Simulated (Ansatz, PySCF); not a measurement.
Gas-phase reaction (SMILES): C=C (C2H4) [ethene] + 2 [H][H] (H2) → 2 C (CH4); energy of full hydrogenation.

Structures are relaxed separately at B3LYP-D3(BJ)/def2-TZVP in Ansatz (a quantum-chemistry and plane-wave program). Valence correlation only, unless marked. Spin-orbit coupling is left out. Non-relativistic. CBS(X,Y): correlation extrapolated as X^-3; Hartree-Fock from the larger set. Thermal terms are rigid-rotor harmonic-oscillator values from B3LYP-D3(BJ) frequencies (PySCF) at 298.15 K and 1 atm. 1 Eh = 627.5095 kcal/mol.

```
species      E, CCSD(T)/CBS(cc-pVTZ,cc-pVQZ) (Ansatz) (Eh)  E, PBE-D3(BJ)/def2-TZVPD (Ansatz + dftd3) (Eh)  H - E (Eh)  G - E (Eh)
-----------  ---------------------------------------------  ----------------------------------------------  ----------  ----------
C=C (C2H4)                                       -78.47456                                       -78.50286     0.05494     0.03009
[H][H] (H2)                                       -1.17450                                        -1.16598     0.01336    -0.00144
C (CH4)                                          -40.45816                                       -40.46420     0.04840     0.02728
```

Question: Work out ΔE and ΔH, ΔG, ΔS and the equilibrium constant at 298.15 K at the first level, then ΔH at the second.

Answer: 
1. ΔE = [2×(-40.45816)] - [(-78.47456) + 2×(-1.17450)] = -0.09276 Eh = -58.2 kcal/mol at CCSD(T)/CBS(cc-pVTZ,cc-pVQZ).
2. The terms H - E add up to 0.01514 Eh, so ΔH = (-0.09276 + (0.01514))×627.5095 = -48.7 kcal/mol.
3. The terms G - E add up to 0.02735 Eh, so ΔG = -41.0 kcal/mol, and ΔS = (0.01514 - (0.02735))×627509.5/298.15 = -25.7 cal/(mol K).
4. log10 K = -ΔG/(RT ln 10) = 30.1, with RT ln 10 = 1.3642 kcal/mol.
5. With ΔH and ΔS taken as constant, ΔG changes sign near ΔH/ΔS = 1890 K, a rough figure that leaves out heat capacities.
6. At PBE-D3(BJ)/def2-TZVPD the same steps give ΔE = -58.7 and ΔH = -49.2 kcal/mol, a shift of -0.5 from the first level.
7. Tabulated enthalpies of formation (C=C (C2H4) 12.6 kcal/mol, ATcT 1.112; [H][H] (H2) 0.0 kcal/mol, zero by definition; C (CH4) -17.8 kcal/mol, ATcT 1.112) give ΔH = -48.2, so the errors are -0.5 and -1.0 kcal/mol; the tables hold anharmonic motion, scalar relativity, which both levels lack, and core correlation, which the frozen-core level lacks.
